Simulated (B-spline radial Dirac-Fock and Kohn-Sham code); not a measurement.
## Br⁵⁺ 3d5/2: cross section and angular parameters

System: Br⁵⁺, configuration [Ar] 3d10 4s2; threshold 151.9 eV (orbital energy of the model). Calculated with a radial finite-basis atomic code, using Dirac-Hartree-Slater photoionisation with a Latter tail; cross sections with all multipoles, angular parameters from the dipole term and its interference with E2.

The run's input, task.json:

```json
{"items": [{
  "Z": 35,
  "q": 5,
  "cfg": [[1, 0, 2], [2, 0, 2], [2, 1, 6], [3, 0, 2], [3, 1, 6], [3, 2, 10], [4, 0, 2]],
  "A": 79,
  "rrms": 4.1629,
  "do": "xps",
  "hv": [52.8, 60, 74.7, 91.5, 100, 152.0, 161.0, 198.0, 260.0, 365.0, 397.0, 400, 548.0, 1120.0, 1253.6, 1486.9, 1850.0, 2280.0, 2640.0, 2880.0, 3920.0, 4870.0, 8047.8, 8740.0, 8960.0, 11400.0, 12000, 13000.0, 15000]
}]}
```

Run with: `python xray2_run.py task.json out`

| hν (eV) | σ (kb) | β | γ | δ |
| --- | --- | --- | --- | --- |
| 161 | 4020 | 0.257 | -0.016 | 0.005 |
| 198 | 3520 | 0.524 | -0.018 | 0.013 |
| 260 | 2390 | 0.822 | -0.002 | 0.020 |
| 365 | 1240 | 1.055 | 0.039 | 0.027 |
| 397 | 1020 | 1.094 | 0.054 | 0.029 |
| 400 | 1010 | 1.098 | 0.055 | 0.029 |
| 548 | 462 | 1.192 | 0.124 | 0.037 |
| 1120 | 58.4 | 1.173 | 0.379 | 0.063 |
| 1253.6 | 40.8 | 1.149 | 0.429 | 0.070 |
| 1486.9 | 23.4 | 1.104 | 0.509 | 0.081 |
| 1850 | 11.2 | 1.035 | 0.612 | 0.099 |
| 2280 | 5.39 | 0.961 | 0.710 | 0.121 |
| 2640 | 3.18 | 0.906 | 0.776 | 0.139 |
| 2880 | 2.32 | 0.873 | 0.815 | 0.151 |
| 3920 | 0.733 | 0.756 | 0.944 | 0.201 |
| 4870 | 0.318 | 0.677 | 1.027 | 0.246 |
| 8047.8 | 0.0424 | 0.512 | 1.196 | 0.381 |
| 8740 | 0.0302 | 0.487 | 1.220 | 0.408 |
| 8960 | ? | ? | ? | ? |
| 11400 | 0.00989 | 0.408 | 1.279 | 0.506 |
| 12000 | 0.00795 | 0.393 | 1.286 | 0.527 |
| 13000 | 0.00564 | 0.371 | 1.295 | 0.561 |
| 15000 | 0.00305 | 0.333 | 1.304 | 0.625 |

Q: Give the values at 8960 eV.

A: σ = 0.0272 kb, β = 0.479, γ = 1.227, δ = 0.417.
